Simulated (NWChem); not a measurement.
A series in which one site is exchanged, each optimised at PBE0/def2-SVP with NWChem, gas phase unless a solvent is named. def2 effective core potentials on Rb, I; no spin-orbit coupling.

A: I (HI; site = H)
B: [K][I] (KI; site = K)
C: II (I2; site = I)
D: [I][Rb] (RbI; site = Rb)

Q: Rank them by dipole (D), PBE0/def2-SVP, lowest first.

A: C (0.00), A (0.66), B (11.10), D (11.82)
